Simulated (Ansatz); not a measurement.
Ideal-gas functions of C₂H₄BN, SMILES `C#CBN` at 298.15 K and 1 bar, from an Ansatz frequency run at PBE0-D4/def2-TZVP.

Molar mass 52.87 g/mol, point group Cs (symmetry number 1), electronic degeneracy 1, moments of inertia 11.243, 117.55, 128.793 u Å². Harmonic wavenumbers (cm⁻¹, unscaled): 191, 256, 491, 589, 671, 684, 738, 796, 915, 958, 1155, 1391, 1639, 2185, 2626, 3471, 3620, 3722.

Use S(trans) = R[1.5 ln M + 2.5 ln T − 1.1517]; rotational temperatures θ = 24.2544 K / I; S(rot) = R[ln(√π/σ · √(T³/θAθBθC)) + 1.5]; for each mode x = 1.438777 ν̃/T, S = R[x/(eˣ − 1) − ln(1 − e⁻ˣ)] and H = RT x/(eˣ − 1); 1 cm⁻¹ = 0.0119627 kJ/mol; R = 8.31446 J/(mol·K).

Q: By hand: the entropy, in J/(mol·K).

A: Translation 158.3. Rotation: θ = 2.1573, 0.2063, 0.1883 K, giving 98.6. Vibration, mode by mode: 9.28, 7.07, 2.85, 1.96, 1.43, 1.36, 1.11, 0.88, 0.55, 0.46, 0.21, 0.08, 0.03, 0.00, 0.00, 0.00, 0.00, 0.00, in all 27.3. Electronic 0.0. Sum 284.2 J/(mol·K).

Q: By hand: H − E and G − E in kJ/mol, counted from the electronic energy.

A: Zero-point energy ½ × 26098 × 0.0119627 = 156.1; thermal vibration 5.2; translation, rotation and pV give 4 RT = 9.9. H − E = 171.2 kJ/mol, and G − E = 171.2 − 298.15 × 284.2/1000 = 86.5 kJ/mol.

Vibration gives 10 % of the entropy. The sum counts one conformer and one mirror image; others add a mixing term.
